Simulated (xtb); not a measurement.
C3H2N (SMILES C=[C-]C#N), charge -1, singlet, at a GFN2-xTB geometry; GFN2-xTB (xtb).

The xtb input:
```
$ xtb mol.xyz --gfn 2 --chrg -1 --uhf 0 --json

# file mol.xyz
6

C     -0.12059477    -1.69585943     0.00866156
C      0.47895936    -0.51486817     0.00668191
C     -0.03651961     0.73711114    -0.00446379
H     -1.21576023    -1.89347303     0.00117367
H      0.46167312    -2.62351069     0.01849443
N     -0.16814039     1.90838321    -0.01213517
```

What the program printed (banner, timings and long lists left out):

```
   ID    Z sym.   atoms
    1    6 C      1-3
    2    1 H      4, 5
    3    7 N      6

           -------------------------------------------------
          |                Calculation Setup                |
           -------------------------------------------------

           -------------------------------------------------
          |                 G F N 2 - x T B                 |
           -------------------------------------------------

          ...................................................
          :                      SETUP                      :
          :.................................................:
          :  # basis functions                  18          :
          :  # atomic orbitals                  18          :
          :  # shells                           10          :
          :  # electrons                        20          :
          :  max. iterations                   250          :
          :  Hamiltonian                  GFN2-xTB          :
          :  restarted?                      false          :
          :  GBSA solvation                  false          :
          :  PC potential                    false          :
          :  electronic temp.          300.0000000     K    :
          :  accuracy                    1.0000000          :
          :  -> integral cutoff          0.2500000E+02      :
          :  -> integral neglect         0.1000000E-07      :
          :  -> SCF convergence          0.1000000E-05 Eh   :
          :  -> wf. convergence          0.1000000E-03 e    :
          :  Broyden damping             0.4000000          :
          :  net charge                         -1          :
          :  unpaired electrons                  0          :
          ...................................................

 iter      E             dE          RMSdq      gap      omega  full diag
   1    -10.6029525 -0.106030E+02  0.772E+00    2.61       0.0  T
   2    -10.6117038 -0.875133E-02  0.495E+00    1.92       1.0  T
   3    -10.5937332  0.179706E-01  0.325E+00    2.47       1.0  T
   4    -10.6326976 -0.389643E-01  0.590E-01    2.09       1.0  T
   5    -10.6334510 -0.753471E-03  0.221E-01    2.06       1.0  T
   6    -10.6335265 -0.754157E-04  0.119E-01    2.08       1.0  T
   7    -10.6335673 -0.408732E-04  0.377E-02    2.08       1.1  T
   8    -10.6335678 -0.422114E-06  0.144E-02    2.08       2.8  T
   9    -10.6335684 -0.639398E-06  0.256E-03    2.08      16.0  T
  10    -10.6335684  0.121572E-08  0.958E-04    2.08      42.6  T
  11    -10.6335684 -0.396787E-08  0.112E-04    2.08     363.2  T

   *** convergence criteria satisfied after 11 iterations ***

         :::::::::::::::::::::::::::::::::::::::::::::::::::::
         ::                     SUMMARY                     ::
         :::::::::::::::::::::::::::::::::::::::::::::::::::::
         :: total energy             -10.429206314251 Eh    ::
         :: gradient norm              0.000120260842 Eh/a0 ::
         :: HOMO-LUMO gap              2.080932872547 eV    ::
         ::.................................................::
         :: SCC energy               -10.633568633122 Eh    ::
         :: -> isotropic ES            0.143167400003 Eh    ::
         :: -> anisotropic ES          0.013669590220 Eh    ::
         :: -> anisotropic XC          0.015210953099 Eh    ::
         :: -> dispersion             -0.003202149353 Eh    ::
         :: repulsion energy           0.204362318872 Eh    ::
         :: add. restraining           0.000000000000 Eh    ::
         :: total charge              -1.000000000000 e     ::
         :::::::::::::::::::::::::::::::::::::::::::::::::::::

           -------------------------------------------------
          |                Property Printout                |
           -------------------------------------------------

    * Orbital Energies and Occupations

         #    Occupation            Energy/Eh            Energy/eV
      -------------------------------------------------------------
         1        2.0000           -0.3764376             -10.2434
         2        2.0000           -0.3705847             -10.0841
         3        2.0000           -0.3287156              -8.9448
         4        2.0000           -0.2763419              -7.5196
         5        2.0000           -0.2550148              -6.9393
         6        2.0000           -0.2216136              -6.0304
         7        2.0000           -0.2093642              -5.6971
         8        2.0000           -0.1641368              -4.4664
         9        2.0000           -0.1594818              -4.3397
        10        2.0000           -0.0899109              -2.4466 (HOMO)
        11                         -0.0134380              -0.3657 (LUMO)
        12                          0.0844854               2.2990
        13                          0.1469881               3.9998
        14                          0.3342893               9.0965
        15                          0.4033396              10.9754
        16                          0.5635671              15.3354
        17                          0.8972932              24.4166
        18                          1.3413488              36.5000
      -------------------------------------------------------------
                  HL-Gap            0.0764729 Eh            2.0809 eV
             Fermi-level           -0.0516745 Eh           -1.4061 eV

     #   Z          covCN         q      C6AA      α(0)
     1   6 C        2.836    -0.081    30.020     8.979
     2   6 C        1.962    -0.255    38.723    10.049
     3   6 C        1.901     0.054    29.737     8.807
     4   1 H        0.921    -0.110     5.934     3.810
     5   1 H        0.924    -0.089     5.188     3.562
     6   7 N        0.911    -0.519    33.881     8.418

 Mol. C6AA /au·bohr⁶  :        765.016535
 Mol. C8AA /au·bohr⁸  :      18453.715929
 Mol. α(0) /au        :         43.624955

Wiberg/Mayer (AO) data.
largest (>0.10) Wiberg bond orders for each atom

 ---------------------------------------------------------------------------
     #   Z sym  total        # sym  WBO       # sym  WBO       # sym  WBO
 ---------------------------------------------------------------------------
     1   6 C    3.944 --     2 C    1.866     5 H    0.968     4 H    0.941
                             6 N    0.148
     2   6 C    3.521 --     1 C    1.866     3 C    1.410     6 N    0.221
     3   6 C    3.927 --     6 N    2.469     2 C    1.410
     4   1 H    0.988 --     1 C    0.941
     5   1 H    0.992 --     1 C    0.968
     6   7 N    2.855 --     3 C    2.469     2 C    0.221     1 C    0.148
 ---------------------------------------------------------------------------

Topologies differ in total number of bonds
Writing topology from bond orders to xtbtopo.mol

molecular dipole:
                 x           y           z       tot (Debye)
 q only:        0.125      -0.453       0.004
   full:       -0.195      -1.009       0.004       2.612
molecular quadrupole (traceless):
                xx          xy          yy          xz          yz          zz
 q only:        4.743       0.350     -10.857      -0.013       0.099       6.114
  q+dip:        4.455       1.484      -9.592      -0.014       0.095       5.137
   full:        4.572       1.623     -11.621      -0.029       0.119       7.049

           -------------------------------------------------
          | TOTAL ENERGY              -10.429206314251 Eh   |
          | GRADIENT NORM               0.000120260842 Eh/α |
          | HOMO-LUMO GAP               2.080932872547 eV   |
           -------------------------------------------------

normal termination of xtb
```
